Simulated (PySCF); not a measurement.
A geometry optimisation on `Fc1c(F)c(F)[c]([Zn][c]2c(F)c(F)c(F)c(F)c2F)c(F)c1F` (Zn(C6F5)2).

Computed with PBE0-D3(BJ)/def2-SVP geometry optimisation, gas phase (PySCF 2.14.0). Start geometry: GFN2-xTB. A driver script takes a list of jobs; this job's settings line and coordinates (Å) are shown.

Command:
```bash
OMP_NUM_THREADS=2 python probes_run.py task.json out
```

Input:
```
{"job": {"xc": "PBE0", "basis": "def2-SVP", "d3": "d3bj", "grid": 1, "maxiter": 40, "shake": 0.03, "kind": "geom"}, "charge": 0, "multiplicity": 1}
Zn     0.042960    -0.044170     0.012260
C     -0.026170     0.010120     1.983570
C      0.096550     1.188400     2.678310
F      0.394790     2.334510     1.982870
C      0.175970     1.198180     4.062880
F      0.334300     2.373000     4.758230
C      0.069190     0.010800     4.788120
F      0.111520     0.029420     6.103100
C     -0.133470    -1.164650     4.151790
F     -0.271630    -2.332380     4.793900
C     -0.175800    -1.160750     2.729810
F     -0.290520    -2.279500     2.014410
C     -0.086190     0.039130    -2.019070
C     -1.220390     0.231290    -2.674860
F     -2.295230     0.421030    -1.974410
C     -1.213370     0.245440    -4.063290
F     -2.343560     0.445830    -4.754110
C     -0.059890    -0.025710    -4.769860
F     -0.052700    -0.092680    -6.111140
C      1.087320    -0.242470    -4.087640
F      2.235830    -0.496360    -4.809920
C      1.175610    -0.293680    -2.739150
F      2.302160    -0.405140    -2.077550
```

Output:
```
step   0  E = -3231.95031702  max force = 0.116550
step   1  E = -3231.98235010  max force = 0.031042
step   2  E = -3231.98435700  max force = 0.015104
step   3  E = -3231.98786074  max force = 0.005587
step   4  E = -3231.98801514  max force = 0.002107
step   5  E = -3231.98819331  max force = 0.002677
step   6  E = -3231.98823889  max force = 0.000874
step   7  E = -3231.98826299  max force = 0.000951
step   8  E = -3231.98827208  max force = 0.000830
step   9  E = -3231.98827687  max force = 0.000658
step  10  E = -3231.98827897  max force = 0.000868
step  11  E = -3231.98828022  max force = 0.000768
step  12  E = -3231.98828323  max force = 0.000369
optimisation converged
```

Energies in Eh; «max force» is the largest Cartesian gradient component in Eh/bohr.

Problem. How much energy does the optimisation release, in kcal/mol?

Solution. E(step 0) − E(last step) = 0.037966 Eh, which is 23.8 kcal/mol.

Problem. Give the first gradient maximum in eV/Å.

Solution. With 1 Eh/bohr = 51.422 eV/Å, 5.993 eV/Å.

Main results: final energy -3231.98828 Eh after 12 steps; dipole 0.03 D.

Problem. Where do the atoms end?

Solution. 0.088 Å rms from the input after alignment:
```
atom  x, y, z in Å
Zn1   -0.0302    0.0016   -0.0010
C2    -0.0126    0.0066    1.9301
C3     0.2378    1.1697    2.6457
F4     0.4572    2.3111    1.9947
C5     0.2694    1.1922    4.0374
F6     0.5060    2.3083    4.7034
C7     0.0445    0.0054    4.7354
F8     0.0716    0.0051    6.0530
C9    -0.2078   -1.1808    4.0462
F10   -0.4199   -2.2973    4.7195
C11   -0.2320   -1.1573    2.6541
F12   -0.4753   -2.2990    2.0119
C13   -0.0346   -0.0065   -1.9321
C14   -1.1959    0.2327   -2.6534
F15   -2.3375    0.4683   -2.0083
C16   -1.2176    0.2330   -4.0458
F17   -2.3327    0.4596   -4.7167
C18   -0.0304   -0.0073   -4.7373
F19   -0.0287   -0.0085   -6.0553
C20    1.1547   -0.2503   -4.0419
F21    2.2710   -0.4775   -4.7106
C22    1.1302   -0.2430   -2.6501
F23    2.2698   -0.4761   -2.0006
```

The run took 8.1 min wall, 19 min CPU on AMD EPYC 9R45, 2 threads, shared host with 96 logical CPUs at a one-minute load of 29, and the process peaked at 4.1 GiB of memory.
Labels such as C1 count atoms from 1, the log's own numbers from 0.
